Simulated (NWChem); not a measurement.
# CH5FO2Si; SMILES OC[Si@H](O)F

```xyz
10

O     -0.0067    -2.1778     0.0148
C     -0.8490    -1.0659    -0.2135
Si     0.0008     0.4984     0.3641
O     -0.7585     1.8054    -0.2967
F      1.5180     0.3639    -0.2290
H      0.8346    -2.0000    -0.4216
H     -1.1543    -0.9638    -1.2756
H     -1.7810    -1.2331     0.3511
H      0.1614     0.6338     1.8365
H     -0.5175     2.6844     0.0089
```
Atoms are numbered in this order, from 1.

The geometry was optimised at PBE0/def2-SVP.

 States above −ε(HOMO) = 7.5 eV lie in this functional's continuum and hang on the basis.

List the 6 lowest vertical singlet excitations from B3LYP/6-31+G* (spherical d), full TDDFT (NWChem).


| state | energy (eV) | oscillator strength | leading excitation (squared amplitude) |
|---|---|---|---|
| S1 | 6.14 | 0.006 | HOMO → LUMO (0.72) |
| S2 | 6.39 | 0.001 | HOMO → LUMO+1 (0.71) |
| S3 | 6.88 | 0.029 | HOMO → LUMO+2 (0.98) |
| S4 | 7.38 | 0.069 | HOMO → LUMO+3 (0.98) |
| S5 | 7.75 | 0.004 | HOMO−1 → LUMO (0.79) |
| S6 | 7.94 | 0.006 | HOMO → LUMO+4 (0.77) |
